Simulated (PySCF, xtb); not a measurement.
3-methoxypropanenitrile (C₄H₇NO), SMILES COCCC#N. Other conformers were not sampled.

Harmonic wavenumbers (cm⁻¹) from GFN2-xTB in xtb at its own minimum, in rising order: 66, 105, 125, 228, 288, 386, 416, 534, 802, 984, 1000, 1021, 1066, 1121, 1130, 1162, 1167, 1245, 1260, 1353, 1408, 1425, 1468, 1488, 1495, 2416, 2839, 2874, 2900, 2923, 2968, 2978, 3035.

Q: What does ωB97X-D3(BJ)/def2-SVP in PySCF give at its own minimum? (Estimate from the structure and the level; the computed values follow.)

A: 89, 109, 131, 228, 303, 394, 428, 552, 805, 969, 1042, 1091, 1093, 1185, 1209, 1238, 1265, 1306, 1315, 1445, 1460, 1473, 1479, 1496, 1528, 2439, 3007, 3017, 3060, 3082, 3108, 3170, 3176. Paired by order, the mean absolute difference is 62 cm⁻¹ and the zero-point energies are 65.3 and 68.2 kcal/mol.
